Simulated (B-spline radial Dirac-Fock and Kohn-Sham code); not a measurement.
Auger parameter of lanthanum: the M5 level and its strongest M5-NN line

These are calculated numbers from a radial B-spline solver; the model is relaxed Dirac-Fock hole states (ΔSCF) with Breit and QED corrections and a finite nucleus. The modified Auger parameter α′ is the binding energy plus the kinetic energy of the Auger electron; it does not depend on the energy zero. For free ions it tends to fall with charge, since less charge screens the final holes.

| species | configuration | binding 3d5/2 (eV) | Auger line | kinetic (eV) | α′ (eV) |
| --- | --- | --- | --- | --- | --- |
| La | [Xe] 5d1 6s2 | 846.3 | N5N5 J=4 | 604.0 | 1450.3 |
| La | [Xe] 4f2 5d1 | 829.4 | N5N5 J=4 | 620.5 | 1449.9 |
| La | [Xe] 5d1 6s1 6p1 | 847.3 | N5N5 J=4 | 603.1 | 1450.4 |
| La | [Xe] 5d2 6s1 | 843.9 | N5N5 J=4 | 606.8 | 1450.7 |
| La⁺ | [Xe] 5d2 | 850.0 | N5N5 J=4 | 599.5 | 1449.5 |
| La²⁺ | [Xe] 5d1 | 860.1 | N5N5 J=4 | 588.2 | 1448.3 |
| La²⁺ (Watson 1.6 Å) | [Xe] 5d1 | 843.7 | N5N5 J=4 | 605.8 | 1449.5 |
| La²⁺ (Watson 2.7 Å) | [Xe] 5d1 | 849.5 | N5N5 J=4 | 598.9 | 1448.4 |
| La³⁺ | [Kr] 4d10 5s2 5p6 | 871.6 | N5N5 J=4 | 576.1 | 1447.7 |
| La³⁺ (Watson 1.6 Å) | [Kr] 4d10 5s2 5p6 | 844.9 | N5N5 J=4 | 603.0 | 1447.9 |
| La⁴⁺ | [Kr] 4d10 5s2 5p5 | 886.9 | N5N5 J=4 | 561.0 | 1447.9 |
| La⁵⁺ | [Kr] 4d10 5s2 5p4 | 903.1 | N5N5 J=4 | 545.3 | 1448.4 |
| La⁶⁺ | [Kr] 4d10 5s2 5p3 | 920.0 | N5N5 J=4 | 529.2 | 1449.2 |
| La⁷⁺ | [Kr] 4d10 5s2 5p2 | 937.8 | N5N5 J=4 | 512.5 | 1450.3 |
